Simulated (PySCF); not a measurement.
Two-component Hartree-Fock for Hf⁴⁴⁺ (hafnium, charge +44)

Start: [Ar] 3d10. Calculated with PySCF 2.14 in an even-tempered Gaussian basis (18 s from 3.5 bohr⁻², ratio 2.6; 15 p from 4.6 bohr⁻², ratio 2.6; 10 d from 4.6 bohr⁻², ratio 2.6; 5 f from 4.7 bohr⁻², ratio 2.8): generalised Hartree-Fock with the X2C-1e Hamiltonian and a Gaussian nucleus; spin-orbit coupling (SO) screened by Boettger's factors.

```
spinor shell  electrons  ε, screened SO (eV)  weight of nominal j (screened SO)  rms radius, screened SO (bohr)
       1s1/2          2             -67871.7                              1.000                          0.0215
       2s1/2          2             -13510.7                              1.000                          0.0867
       2p1/2          2             -12990.9                              1.000                          0.0738
       3s1/2          2              -4675.4                              1.000                           0.218
       3p1/2          2              -4449.4                              1.000                           0.209
       3p3/2          4              -4175.1                              1.000                           0.222
       3d3/2          4              -3807.0                              1.000                           0.195
       3d5/2          6              -3747.1                              1.000                           0.199
```

Question: Where does 2p3/2 lie, and what is the 2p spin-orbit splitting (screened SO)?

Answer: At -11787.7 eV, 1203.2 eV above 2p1/2.

```json
{"quantity": "E (hartree)", "screened SO": "-13769.63730"}
{"quantity": "M_J", "screened SO": "0"}
{"quantity": "⟨J²⟩", "screened SO": "0.000"}
{"quantity": "⟨L²⟩", "screened SO": "0.054"}
{"quantity": "⟨S²⟩", "screened SO": "0.054"}
```

Breit and QED terms are absent; they matter most for the inner s and p1/2 levels.

Densities and radii are taken from the X2C orbitals without a picture-change correction, which distorts them close to the nucleus.
